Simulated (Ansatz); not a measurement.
Consider the formal exchange of groups at the Si–B bond: `B[SiH](C)BF` + `CF` → `B[SiH](C)CF` + `BF`.

Computed with Ansatz on PBE0-D4/def2-TZVP structures; ΔE is electronic, products minus reactants. CCSD(T)/CBS adds triple-zeta CCSD(T) − MP2 to the extrapolated MP2 energy (def2 sets, frozen cores). This one scheme is used for every species. Functionals use def2-TZVPP. One conformer a species, not always the lowest.

`B[SiH](C)BF`:

```xyz
12

B    -1.211    1.235   -0.896
Si    0.379    0.346   -0.070
C     0.849   -1.324   -0.796
B    -0.177    0.222    1.890
F    -0.545   -0.942    2.403
H    -2.006    0.631   -1.556
H    -1.439    2.390   -0.682
H     1.540    1.288   -0.093
H     0.006   -2.015   -0.729
H     1.692   -1.766   -0.260
H     1.127   -1.230   -1.848
H    -0.215    1.165    2.637
```

`CF`:

Z-matrix (Å, degrees):
```
C
F 1 1.376
H 1 1.092 2 109.1
H 1 1.092 2 109.1 3 -120.0
H 1 1.092 2 109.1 3 120.0
```

`B[SiH](C)CF`:

Cartesian coordinates in Å:
```
B 1.783 -0.832 -0.584
Si -0.134 -0.442 -0.122
C -0.978 0.817 -1.223
C -0.303 0.083 1.698
F 0.392 1.279 1.903
H 2.218 -0.682 -1.689
H 2.529 -1.284 0.236
H -0.830 -1.767 -0.226
H -0.885 0.538 -2.275
H -0.521 1.801 -1.093
H -2.040 0.904 -0.984
H 0.115 -0.669 2.374
H -1.346 0.252 1.985
```

`BF`:

Cartesian coordinates in Å:
```
B -0.033 -0.023 -0.029
F 0.847 0.583 0.741
H -0.649 0.646 -0.808
H -0.165 -1.206 0.097
```

```json
{"level": "PBE-D4", "ΔE (kJ/mol)": "9.9"}
{"level": "r2SCAN-D4", "ΔE (kJ/mol)": "4.0"}
{"level": "ωB97X-V", "ΔE (kJ/mol)": "-4.5"}
{"level": "ωB97M-V", "ΔE (kJ/mol)": "-7.8"}
{"level": "B2PLYP", "ΔE (kJ/mol)": "-3.9"}
{"level": "MP2/def2-TZVPP", "ΔE (kJ/mol)": "-8.1"}
{"level": "SCS-MP2/def2-TZVPP", "ΔE (kJ/mol)": "-9.2"}
{"level": "HF/CBS(def2)", "ΔE (kJ/mol)": "-11.3"}
```

(1) What does CCSD(T)/CBS give? (Estimate.)

Largest T1 diagnostic among the species: 0.014.

Results:

(1) The calculation gave: -3.2 kJ/mol. The listed levels differ from it by 13.1, 7.2, -1.3, -4.6, -0.7, -4.9, -6.0, -8.1 kJ/mol.

In def2-TZVPP, CCSD(T) changes the Hartree–Fock value by +8.4 kJ/mol (the triples alone add +1.5 kJ/mol) and MP2 by +3.1 kJ/mol. From PBE to PBE0 (25 % exact exchange), in def2-TZVPP and without D4, ΔE moves by −5.1 kJ/mol.
